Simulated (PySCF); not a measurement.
## Correlation energy of Fe(2+) (iron, charge +2)

[Ar] 3d5 4p1, high-spin 7P determinant (an excited configuration). Calculation: PySCF 2.14, in x2c-TZVPPall with one added diffuse shell each of s, p, d, f type (7s6p5d3f1g, 80 functions); the spin-free X2C one-electron Hamiltonian (Gaussian nucleus). Frozen: [Ne]; 14 electrons correlated.

```
  level  correlation energy (mhartree)
   CCSD                        -392.90
    (T)                          -6.36
CCSD(T)                        -399.26
```

Diagnostics: T1 = 0.0067, D1 = 0.0251, largest double amplitude 0.026.

Q: Is a single reference adequate?

A: Yes: T1 lies below 0.03 and no double amplitude reaches 0.07.

This basis was not built for core-valence correlation, so the inner-shell part is incomplete.
